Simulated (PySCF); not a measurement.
A geometry optimisation, step by step.

Species: C6H10BClF2.
Numbering: `[CH3:1][C@@H:2]1[CH2:3][B:4]([Cl:5])[C@H:6]([CH:7]([F:8])[F:9])[CH2:10]1` (hydrogens: H11, H12, H13 on C1; H14 on C2; H15, H16 on C3; H17 on C6; H18 on C7; H19, H20 on C10)

Computed by this run: PySCF 2.14.0, PBE0-D3(BJ)/def2-SVP geometry optimisation, gas phase; density fitting, grid level 1; the optimiser is geomeTRIC in internal coordinates, started from a GFN2-xTB structure with every atom displaced at random (about 0.01 Å). 7 of its 11 geometries are shown. The frame can shift and turn from step to step; on so coarse a grid that alone can change the energy by a few meV, and forces under 0.02 eV/Å are noise.

Step 0: E = -24989.1162 eV, largest atomic force 2.470 eV/Å
```
atom  x, y, z in Å  |  force x, y, z in eV/Å
C1      2.467   -0.572    0.402   -1.973   1.449  -0.331
C2      1.128   -0.434   -0.366    0.261   0.419   1.342
C3      0.836    0.992   -0.893    1.378  -0.283   0.587
B4     -0.684    1.073   -1.023   -0.744  -1.360   0.958
Cl5    -1.618    2.237   -1.838   -0.523   0.880  -0.621
C6     -1.313   -0.206   -0.248    0.441   0.595   1.085
C7     -2.463    0.031    0.706   -0.504   0.707  -0.077
F8     -3.578    0.409    0.035    0.015  -0.122  -0.096
F9     -2.198    1.051    1.588    0.297  -0.393  -0.351
C10    -0.088   -0.778    0.511   -0.163   0.458  -1.413
H11     2.435    0.112    1.270    0.141  -0.114  -0.067
H12     2.604   -1.565    0.753    0.343  -1.315   0.401
H13     3.254   -0.265   -0.251    1.097   0.152  -0.506
H14     1.141   -1.110   -1.212   -0.004  -0.485  -0.593
H15     1.427    1.207   -1.782    0.138   0.315  -0.406
H16     1.187    1.726   -0.121   -0.318  -0.151  -0.282
H17    -1.662   -0.936   -0.978   -0.166  -0.258  -0.452
H18    -2.739   -0.843    1.322    0.172  -0.128  -0.038
H19     0.005   -0.274    1.465    0.071   0.318   0.640
H20    -0.190   -1.840    0.691    0.040  -0.685   0.218
```

Step 2: E = -24989.3397 eV, largest atomic force 0.180 eV/Å
```
atom  x, y, z in Å  |  force x, y, z in eV/Å
C1      2.453   -0.604    0.340   -0.017  -0.027   0.002
C2      1.104   -0.502   -0.351    0.047   0.028  -0.070
C3      0.821    0.854   -1.017   -0.046  -0.051   0.003
B4     -0.738    0.910   -1.101    0.022   0.090  -0.008
Cl5    -1.661    2.046   -2.064    0.028  -0.100   0.021
C6     -1.340   -0.209   -0.145   -0.042   0.159   0.035
C7     -2.431    0.268    0.785   -0.010  -0.157   0.087
F8     -3.566    0.536    0.111   -0.024   0.045  -0.074
F9     -2.042    1.413    1.412    0.051  -0.007  -0.051
C10    -0.092   -0.738    0.581   -0.024  -0.056   0.030
H11     2.514    0.109    1.180    0.007   0.006  -0.008
H12     2.629   -1.615    0.744   -0.012   0.033   0.000
H13     3.275   -0.372   -0.355    0.003  -0.024   0.001
H14     1.062   -1.272   -1.145    0.000   0.008   0.010
H15     1.388    1.049   -1.939   -0.019   0.015  -0.001
H16     1.082    1.676   -0.316    0.016  -0.004   0.019
H17    -1.777   -0.998   -0.786   -0.009   0.034   0.001
H18    -2.677   -0.461    1.579    0.027  -0.035  -0.005
H19     0.058   -0.161    1.511    0.002   0.030  -0.027
H20    -0.183   -1.797    0.874    0.000   0.013   0.036
```

Step 3: E = -24989.3451 eV, largest atomic force 0.138 eV/Å
```
atom  x, y, z in Å  |  force x, y, z in eV/Å
C1      2.452   -0.610    0.332   -0.016   0.065   0.009
C2      1.102   -0.498   -0.354    0.000  -0.015   0.022
C3      0.820    0.857   -1.022    0.036   0.019   0.031
B4     -0.736    0.924   -1.094   -0.049  -0.062  -0.015
Cl5    -1.666    2.030   -2.075   -0.010   0.011  -0.022
C6     -1.339   -0.196   -0.140    0.037   0.088   0.100
C7     -2.432    0.255    0.793   -0.005   0.000   0.001
F8     -3.562    0.537    0.114   -0.027   0.003   0.011
F9     -2.046    1.392    1.438    0.007  -0.021  -0.002
C10    -0.090   -0.724    0.587   -0.007  -0.043  -0.052
H11     2.528    0.113    1.163    0.004  -0.001  -0.027
H12     2.616   -1.614    0.749   -0.012  -0.051   0.028
H13     3.275   -0.402   -0.368    0.024   0.000  -0.022
H14     1.049   -1.273   -1.140    0.002  -0.002  -0.043
H15     1.378    1.048   -1.950   -0.006   0.015  -0.001
H16     1.094    1.678   -0.323    0.018  -0.016  -0.002
H17    -1.774   -0.980   -0.787    0.026  -0.017  -0.040
H18    -2.675   -0.491    1.571   -0.020   0.001  -0.006
H19     0.065   -0.136    1.509    0.002   0.042  -0.003
H20    -0.182   -1.778    0.892   -0.003  -0.015   0.032
```

Step 5: E = -24989.3491 eV, largest atomic force 0.045 eV/Å
```
atom  x, y, z in Å  |  force x, y, z in eV/Å
C1      2.458   -0.615    0.303    0.013  -0.016  -0.011
C2      1.099   -0.494   -0.362   -0.017  -0.028   0.026
C3      0.815    0.864   -1.025    0.008   0.028  -0.011
B4     -0.744    0.930   -1.085   -0.004  -0.028   0.001
Cl5    -1.685    2.002   -2.092   -0.007   0.029  -0.005
C6     -1.334   -0.183   -0.118   -0.003  -0.035   0.028
C7     -2.439    0.239    0.813   -0.015   0.033  -0.013
F8     -3.567    0.532    0.132    0.012  -0.004   0.007
F9     -2.065    1.361    1.489   -0.003  -0.015  -0.002
C10    -0.079   -0.702    0.602    0.012   0.015  -0.014
H11     2.565    0.129    1.109    0.001   0.008  -0.001
H12     2.602   -1.613    0.748    0.001   0.011   0.001
H13     3.275   -0.449   -0.416   -0.008  -0.004   0.002
H14     1.026   -1.271   -1.147   -0.005   0.015  -0.006
H15     1.359    1.057   -1.961    0.009  -0.008   0.001
H16     1.108    1.678   -0.326   -0.012  -0.001  -0.003
H17    -1.751   -0.970   -0.776    0.015  -0.004  -0.005
H18    -2.689   -0.528    1.569    0.000   0.001   0.003
H19     0.091   -0.086    1.503    0.003  -0.002  -0.002
H20    -0.168   -1.748    0.937    0.000   0.008   0.005
```

Step 7: E = -24989.3503 eV, largest atomic force 0.030 eV/Å
```
atom  x, y, z in Å  |  force x, y, z in eV/Å
C1      2.467   -0.614    0.274   -0.004  -0.008  -0.003
C2      1.095   -0.491   -0.366    0.013   0.016  -0.003
C3      0.806    0.866   -1.030   -0.010  -0.024  -0.015
B4     -0.755    0.927   -1.075    0.006   0.017  -0.006
Cl5    -1.707    2.002   -2.072    0.010  -0.006   0.018
C6     -1.330   -0.185   -0.100   -0.010  -0.005  -0.027
C7     -2.445    0.226    0.827    0.002  -0.016   0.001
F8     -3.569    0.513    0.139   -0.001   0.000  -0.002
F9     -2.082    1.346    1.510    0.001   0.009   0.003
C10    -0.067   -0.686    0.616   -0.001   0.003   0.014
H11     2.599    0.148    1.060    0.002   0.001   0.001
H12     2.608   -1.603    0.739    0.001   0.007  -0.004
H13     3.269   -0.474   -0.466   -0.001   0.000   0.001
H14     1.005   -1.269   -1.148   -0.005  -0.002   0.006
H15     1.342    1.056   -1.972    0.002  -0.003   0.002
H16     1.103    1.680   -0.335   -0.008   0.010   0.000
H17    -1.732   -0.981   -0.758   -0.001   0.000   0.012
H18    -2.694   -0.546    1.578    0.004   0.000   0.003
H19     0.112   -0.054    1.505   -0.002  -0.002  -0.001
H20    -0.148   -1.726    0.973    0.002   0.000   0.000
```

Step 8: E = -24989.3507 eV, largest atomic force 0.034 eV/Å
```
atom  x, y, z in Å  |  force x, y, z in eV/Å
C1      2.471   -0.610    0.260   -0.006   0.003   0.003
C2      1.094   -0.489   -0.369    0.015   0.022  -0.012
C3      0.799    0.865   -1.036   -0.009  -0.032   0.000
B4     -0.762    0.925   -1.071    0.002   0.017  -0.007
Cl5    -1.718    2.006   -2.056    0.005  -0.011   0.014
C6     -1.329   -0.189   -0.092   -0.004   0.017  -0.025
C7     -2.445    0.217    0.835    0.008  -0.020   0.005
F8     -3.571    0.498    0.148   -0.007   0.001  -0.003
F9     -2.087    1.339    1.517    0.001   0.009   0.002
C10    -0.061   -0.680    0.622   -0.003  -0.007   0.013
H11     2.613    0.159    1.037    0.001  -0.002   0.000
H12     2.615   -1.594    0.733    0.001  -0.001  -0.002
H13     3.267   -0.479   -0.489    0.003   0.002  -0.001
H14     0.997   -1.270   -1.147    0.000  -0.007   0.005
H15     1.331    1.053   -1.981   -0.003   0.001   0.000
H16     1.097    1.683   -0.345   -0.001   0.008  -0.002
H17    -1.726   -0.989   -0.748   -0.004  -0.001   0.008
H18    -2.690   -0.556    1.587    0.003   0.001   0.002
H19     0.121   -0.041    1.505   -0.001   0.002   0.000
H20    -0.137   -1.717    0.987    0.001  -0.002  -0.001
```

Step 10: E = -24989.3514 eV, largest atomic force 0.021 eV/Å
```
atom  x, y, z in Å  |  force x, y, z in eV/Å
C1      2.479   -0.593    0.234    0.000   0.011   0.005
C2      1.094   -0.483   -0.377   -0.007  -0.001  -0.010
C3      0.782    0.861   -1.055    0.002   0.002   0.012
B4     -0.779    0.919   -1.065   -0.004  -0.009   0.003
Cl5    -1.751    2.008   -2.023   -0.005  -0.001  -0.008
C6     -1.328   -0.197   -0.077    0.007   0.015   0.012
C7     -2.440    0.197    0.858    0.002   0.001   0.003
F8     -3.576    0.461    0.179   -0.003  -0.001   0.000
F9     -2.092    1.327    1.533   -0.001  -0.003  -0.002
C10    -0.048   -0.671    0.630   -0.002  -0.005  -0.002
H11     2.630    0.187    1.000   -0.002  -0.002   0.000
H12     2.631   -1.570    0.718    0.001  -0.005   0.000
H13     3.264   -0.470   -0.527    0.002   0.004  -0.002
H14     0.989   -1.273   -1.146    0.007  -0.005   0.002
H15     1.302    1.044   -2.007   -0.006   0.001  -0.004
H16     1.083    1.689   -0.375    0.009  -0.003  -0.005
H17    -1.720   -1.005   -0.725   -0.002  -0.001  -0.004
H18    -2.668   -0.576    1.614    0.001   0.001   0.001
H19     0.137   -0.020    1.503    0.003   0.002   0.002
H20    -0.113   -1.704    1.007   -0.001  -0.001  -0.002
```

Q: Summarise the path.

A: The energy falls by 5.42 kcal/mol from step 0 to step 10; nine tenths of that is first reached at step 2. It falls at every step. The largest force goes from 2.470 to 0.021 eV/Å. Among the bonds B4–Cl5 changes most, from 1.701 to 1.747 Å; the atoms move by 0.073 Å rms after alignment.

Q: Follow the three bonds and two angles with the largest change from start to end.

A: 
| step | E above end (kcal/mol) | largest force (eV/Å) | B4–Cl5 (Å) | C1–H12 (Å) | B4–C6 (Å) | B4–C3–H16 (°) | C2–C3–H15 (°) |
| --- | --- | --- | --- | --- | --- | --- | --- |
| 0 | 5.42 | 2.470 | 1.701 | 1.062 | 1.623 | 109.6 | 111.0 |
| 1 | 0.77 | 0.419 | 1.759 | 1.109 | 1.588 | 104.4 | 115.0 |
| 2 | 0.27 | 0.180 | 1.751 | 1.102 | 1.590 | 104.0 | 115.1 |
| 3 | 0.15 | 0.138 | 1.746 | 1.100 | 1.590 | 104.1 | 115.2 |
| 4 | 0.09 | 0.089 | 1.745 | 1.100 | 1.589 | 104.4 | 115.4 |
| 5 | 0.05 | 0.045 | 1.746 | 1.102 | 1.587 | 104.8 | 115.5 |
| 6 | 0.04 | 0.032 | 1.747 | 1.102 | 1.587 | 104.9 | 115.5 |
| 7 | 0.02 | 0.030 | 1.748 | 1.102 | 1.588 | 104.9 | 115.5 |
| 8 | 0.01 | 0.034 | 1.748 | 1.101 | 1.588 | 104.7 | 115.5 |
| 9 | 0.01 | 0.025 | 1.747 | 1.101 | 1.588 | 104.4 | 115.5 |
| 10 | 0.00 | 0.021 | 1.747 | 1.101 | 1.588 | 104.2 | 115.5 |

What follows is the cost of the whole optimisation. Hardware: one thread of an Intel Xeon 6975P-C, no GPU, shared host with 192 logical CPUs at a one-minute load of 68. Cost: 2.6 min of wall time, 0.87 GiB resident at most.
